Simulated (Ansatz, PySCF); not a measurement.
C2H6NO, SMILES CC(N)=[OH+], charge +1. Atoms are numbered in the order given.

```xyz
10

C     -0.3816    -1.3722     0.0000
C      0.0153     0.0605     0.0000
N     -0.8572     1.0308     0.0000
O      1.2636     0.4208     0.0000
H      0.0389    -1.8665     0.8919
H     -1.4710    -1.5003     0.0000
H      0.0389    -1.8665    -0.8919
H     -0.5482     2.0045     0.0000
H     -1.8566     0.8426     0.0000
H      1.8881    -0.3256     0.0000
```
Charge +1, spin multiplicity 1.

Geometry: B3LYP-D3(BJ)/def2-SVP. The isomer is the one that the SMILES or the coordinates give; other isomers of the formula were not compared. One conformer was computed; it need not be the lowest.

Vertical ionisation energy (IE) and electron affinity (EA) in eV. Rows of orbital energies are one-electron estimates. Where ΔSCF, EOM or ADC give a negative EA the extra electron is unbound and the value depends on the basis.

| level | IE | EA |
|---|---|---|
| −ε(HOMO), −ε(LUMO), PBE0/def2-TZVP (PySCF) | (withheld) | (withheld) |
| −ε(HOMO), −ε(LUMO), PBE/def2-TZVP (PySCF) | 13.73 | 7.54 |
| ΔSCF, PBE0/def2-SVPD (Ansatz), final states of multiplicity 2 and 2 | 17.71 | 4.30 |
| ΔSCF, PBE/def2-SVPD (Ansatz), final states of multiplicity 2 and 2 | 17.56 | 4.20 |

**Question.** Complete the blanks. (An estimate is asked for; the answer gives what the named calculation found.)

**Answer.** 
- −ε(HOMO), −ε(LUMO), PBE0/def2-TZVP (PySCF), IE: 15.21
- −ε(HOMO), −ε(LUMO), PBE0/def2-TZVP (PySCF), EA: 6.44

**Question.** What vertical singlet–triplet gap does ΔSCF give with PBE0/def2-SVPD (Ansatz, an electronic-structure program) and with PBE/def2-SVPD (Ansatz)? (An estimate is asked for; the answer gives what the named calculation found.)

**Answer.** 5.70 and 5.72 eV (triplet above singlet where positive).
